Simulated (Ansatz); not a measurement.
Basis-set extrapolation for CH$_{5}$FN$_{2}$Si (`C=N[SiH](N)F`) (PBE0-D4/def2-TZVP geometry, frozen core, the Gaussian-basis code of Ansatz). Multiplicity 1, RHF reference.

|  | def2-TZVPP | def2-QZVPP |
| --- | --- | --- |
| HF | -538.281020 | -538.302717 |
| MP2 correlation | -0.936835 | -1.010975 |
| CCSD(T) correlation | -1.002336 | not run |

Energies in hartree. Use E(X) = E(∞) + A·exp(−7.88·√X) for Hartree–Fock and E(X) = E(∞) + B·X^(−2.97) for correlation, with X = 3 and 4, and add CCSD(T) minus MP2 of the smaller set to the MP2 limit.

**Question.** What is the CCSD(T) energy at the basis-set limit?

**Answer.** HF limit: -538.302717 + (-0.021697) × 0.13774 = -538.30571. MP2 limit: -1.010975 + (-0.074140) × 0.74074 = -1.06589. Higher-order term: -1.002336 − (-0.936835) = -0.06550. Total: -539.43710 hartree, 4.18 eV below CCSD(T)/def2-TZVPP.
